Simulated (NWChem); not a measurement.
# CH3AlF2; SMILES [CH3][Al]([F])[F]

Results from NWChem. The geometry was optimised at PBE0/def2-SVP. Ions are spin-unrestricted doublets at the neutral geometry; other ion states weren't tried.

For level CAM-B3LYP/def2-SVP:

```
Quantity                               Value
-------------------------------------  -----
vertical ionisation energy, ΔSCF (eV)  11.95
−ε(HOMO) (eV)                          10.67
```

How do the values read with level PBE/def2-SVP instead?

The vertical ionisation energy, ΔSCF (eV) is 11.42 and the −ε(HOMO) (eV) is 7.81.
